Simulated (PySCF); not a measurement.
Excitation energy of N by level of theory

N [He] 2s2 2p3 (4S) → N [He] 2s1 2p4 (4P), as a difference of total energies. Computed with PySCF 2.14 in x2c-QZVPPall, with the spin-free X2C one-electron Hamiltonian (Gaussian nucleus). Correlated levels: valence: 1s2 frozen; valence and next inner shell: nothing frozen. The calculations carry no spin-orbit coupling.

| method | excitation energy (cm⁻¹) |
| --- | --- |
| UHF | 88003 |
| LDA | 85412 |
| PBE | 83955 |
| PBE0 | 85899 |
| r2SCAN | 83427 |
| LC-wPBE | 85799 |
| B2PLYP | 87703 |
| B3LYP | 85898 |
| B97-3 | 89456 |
| MP2 (valence) | 89255 |
| SCS-MP2 (valence) | 89414 |
| MP2 (valence and next inner shell) | 89072 |

Q: Estimate what SCS-MP2 (valence and next inner shell) gives.

A: 89293 cm⁻¹, closest to MP2 (valence) among the rows shown.

Q: Estimate what ROHF gives.

A: 89088 cm⁻¹, closest to MP2 (valence and next inner shell) among the rows shown.

Errors of the correlated levels include the incompleteness of this basis and the frozen core.

For comparison: 88132 cm⁻¹ (measured; NIST levels, between the centres of gravity of the two terms).
